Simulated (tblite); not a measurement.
Compound: CH10GeSSi2.
Numbering: `[SiH3:1][S:2][SiH2:3][CH2:4][GeH3:5]` (hydrogens: H6, H7, H8 on Si1; H9, H10 on Si3; H11, H12 on C4; H13, H14, H15 on Ge5)

Cartesian coordinates in Å at the GFN2-xTB level; atoms count from 1:
```xyz
15
CH10GeSSi2 angstrom
Si     3.5014    0.1719    0.0528
S      1.7630   -0.9376    0.6212
Si     0.1648    0.1479   -0.3256
C     -1.4181   -0.7771    0.1258
Ge    -2.9846    0.1122   -0.6434
H      4.5806   -0.5457    0.7060
H      3.6005    0.1571   -1.4013
H      3.3516    1.5385    0.5365
H      0.4078    0.1582   -1.7681
H      0.1789    1.5179    0.1876
H     -1.3664   -1.8035   -0.2369
H     -1.5212   -0.8331    1.2090
H     -4.2630   -0.5829   -0.2847
H     -2.9033    0.1582   -2.1348
H     -3.0963    1.5260   -0.1715
```

Computed with GFN2-xTB (tblite): harmonic, unscaled wavenumbers at the GFN2-xTB geometry, gas phase. This tight-binding method is rough: wavenumbers can miss measured ones by several per cent, in bad cases by 10 to 20. Modes of hydrogen on germanium and silicon can be 10 to 20 % off. One conformer, not necessarily the lowest.

Harmonic wavenumbers (cm⁻¹): 33.3, 41.1, 63.1, 84.3, 116.9, 127.5, 149.1, 430.3, 452.3, 467.3, 499.9, 515.5, 528.4, 569.5, 578.0, 615.4, 703.2, 709.2, 750.9, 761.0, 767.8, 772.0, 791.4, 816.1, 864.8, 867.7, 985.8, 1099.7, 1421.1, 1975.2, 2058.4, 2077.3, 2242.6, 2260.9, 2303.9, 2315.5, 2371.4, 2968.8, 2978.0.

A = 7140, B = 416.0, C = 399.4 MHz; mass 183.925 u (most abundant isotopes); point group Cs, symmetry number 1.

Q: Zero-point energy?

A: Half the sum of the wavenumbers: 20067 cm⁻¹ = 240.06 kJ/mol.

Q: What is S at 350 K and 1 bar for an ideal gas of classical rigid rotors and harmonic oscillators?

A: Translation 177.22, rotation 127.45, vibration 173.46: S = 478.1 J/(mol K).

Q: And Cp and H(350 K) − H(0)?

A: Cp = 186.24 J/(mol K), of which vibrations give 152.98 (their classical limit is 39 R = 324.3); H(350 K) − H(0) = 40.63 kJ/mol without the zero-point energy, 28.99 from vibrations.

Q: Blend soft modes into free rotors: weight 1/[1 + (100 cm⁻¹/ν̃)⁴] for the oscillator and the rest for a rotor with moment μB/(μ + B), μ = h/(8π²ν), B = 10⁻⁴⁴ kg m². What vibrational entropy results?

A: 150.66 J/(mol K) in place of 173.46, which changes −T·S at 350 K by +7.98 kJ/mol.

Q: Which modes carry the vibrational entropy at 350 K?

A: 33.3 cm⁻¹: 24.85; 41.1 cm⁻¹: 23.11; 63.1 cm⁻¹: 19.56; 84.3 cm⁻¹: 17.17; 116.9 cm⁻¹: 14.49; 127.5 cm⁻¹: 13.78 J/(mol K); the other 33 give 60.51 together.

Q: How do the functions run with temperature in this model?

A: 
```csv
T (K),S (J/(mol K)),Cp (J/(mol K)),H − H(0) (kJ/mol),G − H(0) (kJ/mol),ln q(vib)
150,358.2,104.1,11.14,-42.59,4.89
250,421.8,148.8,23.78,-81.67,7.99
298.15,449.7,168.3,31.43,-102.66,9.41
400,504.0,200.9,50.32,-151.28,12.31
600,594.2,243.6,95.11,-261.42,17.60
900,701.1,283.2,174.63,-456.40,24.57
```

q(vib) and H(0) count from the zero-point level.

Q: What must be added to the electronic energy to get the Gibbs energy at 350 K and 1 bar?

A: ZPE + [H(350 K) − H(0)] − T·S = 240.06 + 40.63 − 167.35 = 113.34 kJ/mol.

Hindered rotation and anharmonicity are outside this model. Other conformers, if any are populated, would add a mixing term that is left out.
